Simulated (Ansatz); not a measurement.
System (SMILES): [B]=N (B-NH), doublet.
Atoms: B1, N2, H3. Bonds: B1-N2, N2-H3.

Basis-set convergence of the optimised N2-H3 bond length at HF with Ansatz (an electronic-structure program). All functions are spherical. The program fits the integrals of some runs and decomposes those of others, by size. Core-valence sets carry the plain set on hydrogen. Open shells are unrestricted. No added dispersion term, no relativity. Reference: the value in aug-pcseg-3, 0.9786 Å, itself unsure by roughly 0.0002 Å (its mean distance from aug-cc-pVQZ, def2-QZVPPD, pcseg-3). Deviations are taken from unrounded values.

```json
[
 {"basis": "pcseg-0", "functions": "20", "optimised N2-H3 bond length (Å)": "0.9914", "minus reference (Å)": "0.0128"},
 {"basis": "pcseg-1", "functions": "33", "optimised N2-H3 bond length (Å)": "0.9846", "minus reference (Å)": "0.0059"},
 {"basis": "aug-pcseg-1", "functions": "55", "optimised N2-H3 bond length (Å)": "0.9833", "minus reference (Å)": "0.0047"},
 {"basis": "pcseg-2", "functions": "74", "optimised N2-H3 bond length (Å)": "0.9789", "minus reference (Å)": "0.0002"},
 {"basis": "cc-pCVTZ", "functions": "100", "optimised N2-H3 bond length (Å)": "0.9792", "minus reference (Å)": "0.0005"},
 {"basis": "aug-pcseg-2", "functions": "115", "optimised N2-H3 bond length (Å)": "0.9789", "minus reference (Å)": "0.0003"},
 {"basis": "pcseg-3", "functions": "153", "optimised N2-H3 bond length (Å)": "0.9786", "minus reference (Å)": "0.0000"},
 {"basis": "aug-pcseg-3", "functions": "219", "optimised N2-H3 bond length (Å)": "0.9786", "minus reference (Å)": "0.0000"}
]
```

The smallest set listed that lies within 0.01 Å of the reference with all its larger relatives (same family, alike in diffuse functions; a set with none counts only in the reference's own line) is pcseg-1 (33 functions, 0.0059 Å off). Inside, with no larger relative to test it: cc-pCVTZ.
